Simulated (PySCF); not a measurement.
**Relaxation of singlet H₃CrN**

These are results of PBE0 in PySCF with Cr def2-TZVP, N def2-TZVP, H def2-TZVP; no relativity; density-fitted integrals, not measurements. A (50,194) grid was used.

A start displaced from a saddle point along its imaginary mode, of Cs symmetry, held to at least that symmetry:

```xyz
5
charge 0 multiplicity 1, angstrom
Cr   -0.0009    0.2343    0.0000
N    -0.0004   -1.2599    0.0000
H     1.0054    1.7691    0.0000
H     0.1200    2.0076    0.0000
H    -1.0749    1.6553    0.0000
```

Question: What forces act on the atoms at the start (eV/Å)?

Answer: 
| atom | Fx | Fy | Fz |
| --- | --- | --- | --- |
| Cr1 | -0.23 | -0.08 | 0.00 |
| N2 | -0.03 | 0.04 | 0.00 |
| H3 | 0.23 | 0.18 | 0.00 |
| H4 | 0.35 | 0.21 | 0.00 |
| H5 | -0.32 | -0.35 | 0.00 |

Question: What does it relax to?

Answer: It ends at Cs with Cr–H 1.667 Å, Cr–H 2.006 Å, Cr–N 1.487 Å, H–H 0.770 Å; Cr–H–H 85.2°, H–Cr–H 153.6°, H–Cr–N 90.6°, H–Cr–N 115.8° (after a last refinement on a finer grid). A frequency run shows 1 imaginary mode, down to 373i cm⁻¹, so it is a saddle point. Other isomers or separated fragments may lie lower.

Question: How much energy is released, and in how many steps?

Answer: 61.5 kJ/mol in 21 steps.

Stability towards spin polarisation was not tested.

The relaxation took about 90 core-seconds on a shared host.
